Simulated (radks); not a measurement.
All-electron atom: Ge+ in [Ar] 3d9 4s2 4p1 5s1 (not the ground configuration).

All-electron calculation, scalar-relativistic Kohn-Sham, B86b exchange with PBE correlation, spin-polarised, spherical densities, finite nucleus; open shells are filled with parallel spins first; Fermi nuclear charge, rms radius 4.0742 fm. Program: a radial shooting solver on a logarithmic mesh with Libxc functionals.

Energy parts (hartree):
part                       energy
total                 -2097.49484
kinetic                2135.59163
electron-nucleus      -5028.25545
Hartree                 874.15506
exchange-correlation    -78.98608

Orbitals (lengths in bohr, moments of r in powers of bohr; r(90%) holds 90 % of the orbital's charge):
orbital  occ.  eigenvalue (hartree)      <r>  r(90%)
1s up       1             -403.8635  0.04700  0.0840
1s down     1             -403.8611  0.04700  0.0840
2s up       1             -51.44914   0.2100   0.325
2s down     1             -51.41767   0.2100   0.325
2p up       3             -45.08116   0.1838   0.300
2p down     3             -45.05644   0.1837   0.300
3s up       1              -7.14955   0.6193   0.924
3s down     1              -7.09481   0.6198   0.925
3p up       3              -5.19719   0.6391   0.979
3p down     3              -5.14273   0.6398   0.981
3d up       5              -2.00102   0.6992    1.17
3d down     4              -1.94517   0.7008    1.17
4s up       1              -1.00112    1.864    2.75
4s down     1              -0.94894    1.867    2.76
4p up       1              -0.62842    2.231    3.36
4p down     0              -0.57726    2.244    3.39
5s up       1              -0.25852    4.814    6.88
4d up       0              -0.21132    3.976    6.14
5p up       0              -0.17893    5.793    8.34

The highest occupied level is 5s up at -7.035 eV. The configuration is held as typed, so some empty levels lie below it. Spin moment in Bohr magnetons: 3.
